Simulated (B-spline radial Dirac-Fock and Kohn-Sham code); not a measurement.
# Cu⁷⁺: eigenvalues, ΔSCF and the reference

System: copper as Cu⁷⁺ in the configuration [Ar] 3d4.

The density-functional columns are spherical, spin-unpolarised Dirac-Kohn-Sham results without Breit or QED terms: −ε is minus the orbital energy of the initial state and ΔSCF the difference of two total energies. The reference in the last column comes from Dirac-Fock energy differences between relaxed states, corrected for Breit and QED terms. All numbers are from a radial B-spline solver, in eV; a selection of levels is shown. The Kohn-Sham columns are given as differences from the reference. For the 1s level of heavy atoms much of the gap between ΔSCF and the reference is the Breit and QED part, -16.3 eV here; for other levels the error of the functional can be larger.

```
level  PBE −ε − DF  PBE ΔSCF − DF  LDA −ε − DF  LDA ΔSCF − DF  Dirac-Fock
   1s       -152.3          +33.0       -170.0          +14.7      9163.2
   2s        -59.4          -23.0        -61.4          -24.9      1287.7
2p1/2        -43.6           -0.7        -44.1           -1.3      1139.9
2p3/2        -44.0           -1.9        -44.5           -2.4      1119.8
   3s        -24.6           -9.4        -25.3          -10.0       290.0
3p1/2        -16.7           -1.5        -16.8           -1.7       240.1
3p3/2        -16.7           -1.7        -16.9           -1.8       237.1
   3d        -13.6           +1.5        -13.2           +1.8       164.0
```

Values without a named source are computed, but for edge energies of neutral atoms, which are taken from tables.
